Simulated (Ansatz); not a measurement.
Question: Name a neutral molecule of Al, C, N, O, Si and H with size of the dipole moment (ωB97M-V/def2-TZVPP) between 1.40 and 1.70 D and HOMO energy (PBE0/def2-TZVPP) between -6.60 and -6.30 eV (Ansatz, PBE0-D4/def2-TZVP geometry).

Answer: `O=[CH][Al]1[NH][CH]1[SiH3]` (1.62 D, -6.50 eV). Other molecules can fit too; these were computed, each in one conformer that needn't be the lowest.
